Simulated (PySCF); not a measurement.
Identify the unknown among the candidates.

All candidates are C8H9N.

| technique | computed result |
| --- | --- |
| Valence photoelectron | vertical ionisation energy: 9.31 eV [ΔSCF CAM-B3LYP/def2-SVPD] |
| UV, strongest line | among the 10 lowest singlet transitions: S6 at 6.96 eV (178 nm, f = 0.746) [TDDFT CAM-B3LYP/def2-SVPD] |
| Polarisability | 96.0 au [CAM-B3LYP/def2-SVPD] |
| Triplet | lowest triplet excitation (Tamm–Dancoff): 4.19 eV [TDA CAM-B3LYP/def2-SVPD] |
| UV, first state | lowest singlet excitation: 5.16 eV (240 nm, f = 0.004) [TDDFT CAM-B3LYP/def2-SVPD] |
| 13C NMR | chemical shifts (computed TMS as zero) by class: 159.0 (1 C), 155.5 (2 C), 124.3 (2 C), 17.2 (1 C), 15.0 (2 C) ppm [GIAO PBE0/pcSseg-1] |
| 1H NMR | chemical shifts (computed TMS as zero) by class: 8.60 (2 H), 6.75 (2 H), 1.50 (1 H), 1.14 (2 H), 0.73 (2 H) ppm [GIAO PBE0/pcSseg-1] |
| Dipole | 3.13 D [CAM-B3LYP/def2-SVPD] |
| NMR, other nuclei | isotropic shieldings of nuclei other than C and H, by class: -87 (1 N) ppm [GIAO PBE0/pcSseg-1] |
| Rotational structure | rotational constants A, B, C: 4.430, 1.107, 0.951 GHz [PBE0-D3(BJ)/def2-SVP] |

The electronic properties come from PySCF, for the isolated species, density fitting. Levels stand in brackets. Isolated species at its PBE0-D3(BJ)/def2-SVP geometry (one conformer only). NMR values are class means; diastereotopic atoms form classes of their own.

Question: Which candidate is it?
A. `c1ccc(N2CC2)cc1`
B. `c1cc(C2CC2)ccn1`
C. `C=C(C)c1ccccn1`
D. `C/N=C/c1ccccc1`

Answer: B. It is `c1cc(C2CC2)ccn1`. Numbering: `[cH:1]1[cH:2][c:3]([CH:4]2[CH2:5][CH2:6]2)[cH:7][cH:8][n:9]1`. Its formula, C8H9N, gives 5 degrees of unsaturation: 2 rings and 3 π bonds in the structure found (Kekulé form). 8 carbons fall into 5 classes; from least to most shielded: substituted aromatic carbon [C3] (159.0 ppm), aromatic CH next to a ring nitrogen [C1/C8] (155.5 ppm, 2 C), aromatic CH carbon [C2/C7] (124.3 ppm, 2 C, up to 8.9 ppm apart in this geometry), benzylic-type carbon [C4] (17.2 ppm), three-membered-ring carbon [C5/C6] (15.0 ppm, 2 C). Hydrogen classes from least to most shielded: 2 H on 2 like atoms (aromatic CH next to a ring nitrogen), C1/C8 (8.60 ppm), 2 H on 2 aromatic CH carbons, C2/C7 (6.75 ppm, a mean of values up to 0.8 ppm apart in this geometry), 1 H on a benzylic-type carbon, C4 (1.50 ppm), 2 H on 2 three-membered-ring carbons, C5/C6 (1.14 ppm), 2 H on 2 three-membered-ring carbons, C5/C6 (0.73 ppm). The other shieldings belong to: -87 ppm, pyridine-type nitrogen [N9]. The first electron is taken from the HOMO, whose largest Löwdin shares are 0.17 on the substituted aromatic carbon, 0.16 on the pyridine-type nitrogen, 0.14 on an aromatic CH carbon and 0.13 on the benzylic-type carbon. The optimised geometry has point group Cs and is an asymmetric top.

The others, at the same levels:
- `C=C(C)c1ccccn1` fails: it has 8 carbon classes against 5; its computed 13C shifts are 161.1 (1 C), 154.6 (1 C), 153.5 (1 C), 140.6 (1 C), 126.6 (1 C), 122.5 (1 C), 119.7 (1 C), 23.7 (1 C) ppm, 1H shifts are 8.71 (1 H), 7.90 (1 H), 7.66 (1 H), 7.05 (1 H), 6.19 (1 H), 5.72 (1 H), 2.29 (3 H) ppm and rotational constant A is 3.659 GHz (against 4.430 GHz).
- `c1ccc(N2CC2)cc1` fails: its computed 13C shifts are 159.4 (1 C), 134.6 (2 C), 125.7 (1 C), 123.9 (2 C), 27.0 (2 C) ppm and 1H shifts are 7.31 (2 H), 6.96 (1 H), 6.92 (2 H), 1.83 (4 H) ppm.
- `C/N=C/c1ccccc1` fails: its computed lowest singlet excitation is 4.62 eV (268 nm, f = 0.001) (against 5.16 eV), vertical ionisation energy is 8.75 eV (against 9.31 eV) and lowest triplet excitation (Tamm–Dancoff) is 3.43 eV (against 4.19 eV).

Each candidate is one conformer, not necessarily the lowest. The conformers computed, where there is a choice (atom-mapped SMILES and torsion angles):
- `[cH:1]1[cH:2][c:3]([CH:4]2[CH2:5][CH2:6]2)[cH:7][cH:8][n:9]1`: C2–C3–C4–C5 -36°
- `[CH2:1]=[C:2]([CH3:3])[c:4]1[cH:5][cH:6][cH:7][cH:8][n:9]1`: C1–C2–C4–C5 5°
- `[cH:1]1[cH:2][cH:3][c:4]([N:5]2[CH2:6][CH2:7]2)[cH:8][cH:9]1`: C3–C4–N5–C6 -53°
- `[CH3:1]/[N:2]=[CH:3]/[c:4]1[cH:5][cH:6][cH:7][cH:8][cH:9]1`: N2–C3–C4–C5 0°
